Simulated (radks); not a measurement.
Exchange energies: the exact (Fock) value of the Kohn-Sham orbitals and density-functional approximations, as 100 (|E| - |E exact|)/|E exact|, negative where the magnitude is too small. Species: As [Ar] 3d10 4s2 4p3; Cs [Xe] 6s1. Calculated with a radial shooting solver on a logarithmic mesh with Libxc functionals: non-relativistic Kohn-Sham, LDA (Slater exchange, Perdew-Wang correlation), spin-polarised, spherical densities, point nucleus. Every spin shell is full or empty, so the densities are truly spherical. Functionals are evaluated on that one density, not self-consistently.

| functional | As | Cs |
|---|---|---|
| exact (hartree) | -81.3170 | -183.954 |
| LDA | -5.59 | -4.68 |
| B88 | +0.21 | +0.02 |
| PBE | -0.28 | -0.42 |
| revPBE | -0.08 | -0.30 |
| PW91 | +0.16 | -0.01 |
| OPTX | +0.93 | +1.31 |
| G96 | +0.45 | +0.36 |
| TPSS | +0.06 | -0.33 |
| r2SCAN | +0.08 | -0.14 |
| Tao-Mo | -0.51 | -0.83 |
| MVS | +0.12 | +0.05 |
